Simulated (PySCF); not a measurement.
Se(F)(NMe2) (C₂H₆FNSe), SMILES CN([Se]F)C. The structure is a stationary point at PBE-D3(BJ)/def2-SVP. The structure was generated by enumeration, and PubChem lists no compound with its InChIKey, so it may never have been made. The values are those of a single conformer.

Level of theory: PBE-D3(BJ)/def2-SVP (PySCF 2.14.0).

Harmonic wavenumbers (cm⁻¹): 109, 122, 194, 209, 314, 334, 353, 557, 595, 969, 1022, 1063, 1106, 1201, 1226, 1361, 1385, 1397, 1410, 1417, 1437, 2930, 2935, 3005, 3009, 3091, 3092. Rotational constants (GHz): 4.989, 2.090, 2.070; symmetry number 1.

Q: Work out the zero-point energy and the ideal-gas rigid-rotor harmonic-oscillator thermochemistry at 298.15 K and 1 atm.

A: ZPE = ½ Σ hcν = ½ × 35842 cm⁻¹ = 51.24 kcal/mol. H − E(el) = 56.26 kcal/mol. Entropy in cal/(mol K): translation 40.76, rotation 27.10, vibration 15.83, total 83.70. G − E(el) = 31.30 kcal/mol. Cp = 24.87 cal/(mol K). Modes under 150 cm⁻¹ make the vibrational entropy uncertain.
